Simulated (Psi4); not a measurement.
ClSi (SMILES [Si]Cl), doublet, at a GFN2-xTB geometry, atoms displaced at random by about 0.03 Å a coordinate; PBE0/cc-pVDZ, gradient (Psi4 1.11).

Input for Psi4:
```
memory 2 GB

molecule {
0 2
  Si    0.00411495    0.00136340   -1.13942873
  Cl   -0.01310521    0.03313315    0.93667483
symmetry c1
no_reorient
no_com
}

set basis cc-pvdz
set reference uks

gradient('pbe0')
print_variables()
```

The log (banner, timings and long lists left out):

```
gradient() will perform analytic gradient computation.

   => Loading Basis Set <=

    Name: CC-PVDZ
    Role: ORBITAL
    Keyword: BASIS

         ---------------------------------------------------------
                                   SCF
               by Justin Turney, Rob Parrish, Andy Simmonett
                          and Daniel G. A. Smith
                              UKS Reference
         ---------------------------------------------------------

  ==> Geometry <==

    Molecular point group: c1
    Full point group: C1

    Geometry (in Angstrom), charge = 0, multiplicity = 2:

       Center              X                  Y                   Z               Mass
    ------------   -----------------  -----------------  -----------------  -----------------
         SI           0.004114950000     0.001363400000    -1.139428730000    27.976926534650
         CL          -0.013105210000     0.033133150000     0.936674830000    34.968852682000

  Running in c1 symmetry.

  Rotational constants: A =    701.60197  B =      0.25152  C =      0.25143 [cm^-1]
  Rotational constants: A = 21033497.85172  B =   7540.32108  C =   7537.61892 [MHz]
  Nuclear repulsion =   60.654537868025869

  Charge       = 0
  Multiplicity = 2
  Electrons    = 31
  Nalpha       = 16
  Nbeta        = 15

  ==> Algorithm <==

  SCF Algorithm Type is DF.
  DIIS enabled.
  MOM disabled.
  Fractional occupation disabled.
  Guess Type is SAD.
  Energy threshold   = 1.00e-08
  Density threshold  = 1.00e-08
  Integral threshold = 1.00e-12

  ==> Primary Basis <==

  Basis Set: CC-PVDZ
    Blend: CC-PVDZ
    Number of shells: 16
    Number of basis functions: 36
    Number of Cartesian functions: 38
    Spherical Harmonics?: true
    Max angular momentum: 2

  ==> DFT Potential <==

   => LibXC <=

    Version 7.1.2
    S. Lehtola, C. Steigemann, M. J. T. Oliveira, and M. A. L. Marques,  SoftwareX 7, 1–5 (2018) (10.1016/j.softx.2017.11.002)

   => Composite Functional: PBE0 <=

    PBE0 Hyb-GGA Exchange-Correlation Functional

    C. Adamo and V. Barone,  J. Chem. Phys. 110, 6158 (1999) (10.1063/1.478522)
    M. Ernzerhof and G. E. Scuseria,  J. Chem. Phys. 110, 5029 (1999) (10.1063/1.478401)

    Deriv               =              1
    GGA                 =           TRUE
    Meta                =          FALSE

    Exchange Hybrid     =           TRUE
    MP2 Hybrid          =          FALSE

   => Exchange Functionals <=

    0.7500   Perdew, Burke & Ernzerhof

   => Exact (HF) Exchange <=

    0.2500               HF

   => Correlation Functionals <=

    1.0000   Perdew, Burke & Ernzerhof

   => LibXC Density Thresholds  <==

    XC_HYB_GGA_XC_PBEH:  1.00E-15

   => Molecular Quadrature <=

    Radial Scheme          =       TREUTLER
    Pruning Scheme         =           NONE
    Nuclear Scheme         =       TREUTLER

    Blocking Scheme        =         OCTREE
    BS radius alpha        =              1
    Pruning alpha          =              1
    Radial Points          =             75
    Spherical Points       =            302
    Total Points           =          41600
    Total Blocks           =            389
    Max Points             =            256
    Max Functions          =             36
    Weights Tolerance      =       1.00E-15

   => Loading Basis Set <=

    Name: (CC-PVDZ AUX)
    Role: JKFIT
    Keyword: DF_BASIS_SCF

  ==> Integral Setup <==

  SCF_SUBTYPE=INCORE selected. In-core MEM_DF algorithm will be used.
  Using in-core AOs.

  ==> MemDFJK: Density-Fitted J/K Matrices <==

    J tasked:                   Yes
    K tasked:                   Yes
    wK tasked:                   No
    Algorithm:                 Core
    Schwarz Cutoff:           1E-12
    Mask sparsity (%):       0.0000
    Fitting Condition:        1E-10

   => Auxiliary Basis Set <=

  Basis Set: (CC-PVDZ AUX)
    Blend: CC-PVDZ-JKFIT
    Number of shells: 72
    Number of basis functions: 224
    Number of Cartesian functions: 260
[...]
  @DF-UKS Final Energy:  -749.39360727378357
    Total Energy =                       -749.3936072737836867
[...]
 Dipole Y            :         -1.1061082            1.1004842           -0.0056240
 Dipole Z            :         -0.3136085           -0.0539141           -0.3675226
 Magnitude           :                                                    0.3675783

 ------------------------------------------------------------------------------------

         ------------------------------------------------------------
                                   SCF GRAD
                          Rob Parrish, Justin Turney,
                       Andy Simmonett, and Alex Sokolov
         ------------------------------------------------------------

  ==> Geometry <==

    Molecular point group: c1
    Full point group: C1

    Geometry (in Angstrom), charge = 0, multiplicity = 2:

       Center              X                  Y                   Z               Mass
    ------------   -----------------  -----------------  -----------------  -----------------
         SI           0.004114950000     0.001363400000    -1.139428730000    27.976926534650
         CL          -0.013105210000     0.033133150000     0.936674830000    34.968852682000

  Nuclear repulsion =   60.654537868025869

  ==> Basis Set <==

  Basis Set: CC-PVDZ
    Blend: CC-PVDZ
    Number of shells: 16
    Number of basis functions: 36
    Number of Cartesian functions: 38
    Spherical Harmonics?: true
    Max angular momentum: 2

  ==> DFJKGrad: Density-Fitted SCF Gradients <==

    Gradient:                    1
    J tasked:                  Yes
    K tasked:                  Yes
    wK tasked:                  No
    Integrals threads:           1
    Schwarz Cutoff:          1E-12
    Fitting Condition:       1E-10

   => Auxiliary Basis Set <=

  Basis Set: (CC-PVDZ AUX)
    Blend: CC-PVDZ-JKFIT
    Number of shells: 72
    Number of basis functions: 224
    Number of Cartesian functions: 260
    Spherical Harmonics?: true
    Max angular momentum: 3

  ==> DFT Potential <==

   => LibXC <=

    Version 7.1.2
    S. Lehtola, C. Steigemann, M. J. T. Oliveira, and M. A. L. Marques,  SoftwareX 7, 1–5 (2018) (10.1016/j.softx.2017.11.002)

   => Composite Functional: PBE0 <=

    PBE0 Hyb-GGA Exchange-Correlation Functional

    C. Adamo and V. Barone,  J. Chem. Phys. 110, 6158 (1999) (10.1063/1.478522)
    M. Ernzerhof and G. E. Scuseria,  J. Chem. Phys. 110, 5029 (1999) (10.1063/1.478401)

    Deriv               =              1
    GGA                 =           TRUE
    Meta                =          FALSE

    Exchange Hybrid     =           TRUE
    MP2 Hybrid          =          FALSE

   => Exchange Functionals <=

    0.7500   Perdew, Burke & Ernzerhof

   => Exact (HF) Exchange <=

    0.2500               HF

   => Correlation Functionals <=

    1.0000   Perdew, Burke & Ernzerhof

   => LibXC Density Thresholds  <==

    XC_HYB_GGA_XC_PBEH:  1.00E-15

   => Molecular Quadrature <=

    Radial Scheme          =       TREUTLER
    Pruning Scheme         =           NONE
    Nuclear Scheme         =       TREUTLER

    Blocking Scheme        =         OCTREE
    BS radius alpha        =              1
    Pruning alpha          =              1
    Radial Points          =             75
    Spherical Points       =            302
    Total Points           =          41600
    Total Blocks           =            389
    Max Points             =            256
    Max Functions          =             36
    Weights Tolerance      =       1.00E-15

  -Total Gradient:
     Atom            X                  Y                   Z
    ------   -----------------  -----------------  -----------------
       1       -0.000071274746     0.000131495925     0.008593053422
       2        0.000071502286    -0.000131915717    -0.008620486155

  Variable Map:
  ----------------------------------------------------------------------------
[...]
  Array Variable Map:
  ----------------------------------------------------------------------------
[...]
[...]
```
